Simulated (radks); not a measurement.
Question: The krypton ion Kr8+ is in [Ar] 3d10. Method: scalar-relativistic Kohn-Sham, LDA (Slater exchange, Perdew-Wang correlation), spin-polarised, spherical densities, finite nucleus; Fermi nuclear charge, rms radius of each element as measured or else 0.836 A^(1/3) + 0.57 fm; computed with a radial shooting solver on a logarithmic mesh with Libxc functionals. Open shells are filled with parallel spins first. One electron is removed from 3s, 3p, 2p, 3d in turn, with full relaxation. Which removal costs least, and what does each cost?

Answer: 3d 233.50 eV; 3p 347.22 eV; 3s 415.72 eV; 2p 1833.2 eV. The 3d electron leaves first.
